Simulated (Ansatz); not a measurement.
Ansatz (a first-principles code) input (PBE/def2-TZVP):

Ansatz 0.2 input:
```yaml
crystal:
  periodic: [false, false, false]
  atoms:
    - {symbol: Si, position_ang: [-0.24675166, -0.31480560, 0.45207189]}
    - {symbol: H, position_ang: [-0.98134586, -1.21116338, -0.55911929]}
    - {symbol: F, position_ang: [0.49287435, 0.62427130, -0.64109857]}
basis:
  gaussian:
    orbitals: def2-TZVP
hamiltonian:
  xc: {name: PBE}
relax: {f_tol: 0.003, max_steps: 100}
```

End of the output:

```
mean field -10605.35427946 eV, -389.7395812029 hartree, gradient 2.8e-5 eV, S^2 0.000000; 0 other end points of the search recorded, 0 dependent functions left out
the calculation of the forces begins
reference -10605.35430621 eV, -389.7395821860 hartree; 12, 12 occupied and 62, 62 virtual orbitals, 452 factors
relax step   5: F+E_penalty+E_count = -10605.35427946 eV  Δ(F+E_penalty+E_count) = -3.662e-6 eV  max|allowed force component| = 2.024e-4 eV/Å  Δτ_max = 0.0006 Å  (18 SCF iters, accepted)
integrals: 0.01 GiB planned
452 factors; their error is unknown
mean field: 0.12 GiB planned
mean field -10605.35427946 eV, -389.7395812029 hartree, gradient 2.8e-5 eV, S^2 0.000000; 1 other end points of the search recorded, 0 dependent functions left out
the calculation of the forces begins
reference -10605.35430621 eV, -389.7395821860 hartree; 12, 12 occupied and 62, 62 virtual orbitals, 452 factors
Total energy: -10605.35430621 eV, -389.7395821860 hartree
Atom 0 at    -0.245714    -0.313671     0.461054 Å, force    -0.000084    -0.000101    -0.000202 eV/Å
Atom 1 at    -0.987851    -1.219172    -0.563998 Å, force     0.000111     0.000136     0.000158 eV/Å
Atom 2 at     0.498342     0.631145    -0.645202 Å, force    -0.000027    -0.000035     0.000044 eV/Å
Dipole moment:    -0.099364    -0.125639     0.116869 e Å
```
